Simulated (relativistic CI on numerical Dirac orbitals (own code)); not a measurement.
Magnetism of Hg4+, 5d8, in a crystal field

Calculated by Dirac-Coulomb-Breit CI, separate exchange-only KLI orbitals for each configuration, a model potential for QED, valence Slater integrals scaled by 0.85, one configuration in a parametric crystal field (own radial code).

Field parameters in Wybourne normalisation: Oh B⁴₀ = 21Dq, B⁴₄ = √(5/14) B⁴₀. The field is a parameter set, without covalency.

S is read from ⟨S²⟩ = S(S + 1).

Powder χT (cm³ K mol⁻¹) by Van Vleck's formula, with temperature-independent terms:

| Field | 2 K | 5 K | 10 K | 20 K | 50 K | 100 K | 200 K | 300 K |
| --- | --- | --- | --- | --- | --- | --- | --- | --- |
| Oh, 10Dq = 8500 cm⁻¹ | 2.4 | 2.4 | 2.41 | 2.41 | 2.42 | 2.43 | 2.46 | 2.49 |
| Oh, 10Dq = 15300 cm⁻¹ | 2.15 | 2.15 | 2.15 | 2.15 | 2.15 | 2.16 | 2.17 | 2.19 |
| Oh, 10Dq = 22100 cm⁻¹ | 1.92 | 1.92 | 1.92 | 1.93 | 1.93 | 1.93 | 1.94 | 1.95 |
| Oh, 10Dq = 28900 cm⁻¹ | 1.76 | 1.76 | 1.76 | 1.76 | 1.76 | 1.77 | 1.78 | 1.78 |
| Oh, 10Dq = 35700 cm⁻¹ | 1.64 | 1.64 | 1.64 | 1.64 | 1.65 | 1.65 | 1.66 | 1.66 |
| Oh, 10Dq = 42500 cm⁻¹ | 1.55 | 1.55 | 1.56 | 1.56 | 1.56 | 1.56 | 1.56 | 1.57 |

(1) For Oh, 10Dq = 8500 cm⁻¹: what effective moment follows at 300 K?

## Answers

(1) μ_eff = √(8χT) = 4.46 μB. The ground level has S = 0.98; the spin-only moment for S = 1 is 2.83 μB. The difference comes from the orbital moment, spin-orbit mixing of terms and temperature-independent paramagnetism, all larger in this ionic model than in covalent complexes.
